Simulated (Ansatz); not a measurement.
The cluster Ag2Cl2⁺. The state is a doublet with charge 1. Geometry r2SCAN-D4/def2-SVP; atoms count from 1.

```tsv
atom	x (Å)	y (Å)	z (Å)
Ag1	-1.392	2.423	-1.381
Ag2	0.475	-0.821	0.447
Cl3	-0.922	1.079	0.574
Cl4	1.839	-2.681	0.360
```

In the def2 sets Ag takes a core potential; there is no spin–orbit coupling. No other spin state of charge 1 was run. Another isomer (doublet) lies 0.32 eV lower at PBE0-D4/def2-TZVP; other spin states weren't run for this one.

**Question.** Estimate the Mulliken populations from the PBE0/def2-TZVP orbitals of Ansatz.

**Answer.** 
```csv
atom,charge (e),spin (α − β),d electrons
Ag1,0.69,0.00,9.97
Ag2,0.53,0.13,9.76
Cl3,-0.30,0.06,–
Cl4,0.08,0.81,–
```
Mulliken values and Mayer orders depend strongly on the basis.

**Question.** Where does the spin sit?

**Answer.** Summed by element: Ag 0.13, Cl 0.87, of 1 unpaired in all. Largest on single atoms: Cl4 0.81, Ag2 0.13, Cl3 0.06.

**Question.** And the Mayer bond orders between bonded heavy atoms (over 0.3)?

**Answer.** Ag1–Cl3 0.59 (2.42 Å); Ag2–Cl3 0.62 (2.36 Å); Ag2–Cl4 0.81 (2.31 Å).
